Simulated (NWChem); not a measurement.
Species: CH$_{3}$CdFN$_{2}$; SMILES [NH]1C=[NH]->[Cd]1[F]

```xyz
8

Cd     0.0000    -0.4257     0.0000
F      0.0000    -2.3928     0.0000
C     -0.0004     2.2160     0.0000
N      0.0005     1.5203    -1.1279
N      0.0005     1.5203     1.1279
H     -0.0035     3.3289     0.0000
H      0.0001     2.0292    -2.0134
H      0.0001     2.0292     2.0134
```
Atoms are numbered in this order, from 1.

Results from NWChem. Medium grid unless said otherwise, to which SCAN and Minnesota functionals are sensitive. Geometry: optimised at PBE-D3(BJ)/def2-SVP. No frequency run checked for a minimum. def2 effective core potentials on Cd; no spin-orbit coupling. Total energies of different functionals are on different scales.

| level | energy (Ha) | highest occupied level (eV) | orbital gap (eV) | dipole (D) |
|---|---|---|---|---|
| B3LYP/def2-SVP | -416.8659 | -6.40 | 5.19 | 4.70 |
| PBE/def2-SVP | -416.5483 | -5.39 | 3.61 | 4.48 |
| B3PW91/def2-SVP | -416.8104 | -6.46 | 5.42 | 4.75 |
| BLYP/def2-SVP | -416.7135 | -5.21 | 3.45 | 4.45 |
| MPW1K/def2-SVP | -416.7797 | -7.63 | 7.36 | 4.98 |
| RPBE/def2-SVP | -416.8688 | -5.32 | 3.61 | 4.38 |
| M06-2X/def2-SVP | -416.6411 | -7.86 | 7.74 | 4.86 |
| BHandHLYP/def2-SVP | -416.5897 | -7.79 | 7.70 | 5.00 |
| LC-wPBE (HJS exchange hole, range parameter 0.4 per bohr)/def2-SVP | -416.6715 | -9.35 | 10.79 | 4.82 |
| HCTH/407/def2-SVP | -417.2809 | -5.54 | 3.62 | 4.45 |
| TPSSh/def2-SVP | -416.7495 | -5.91 | 4.66 | 4.62 |
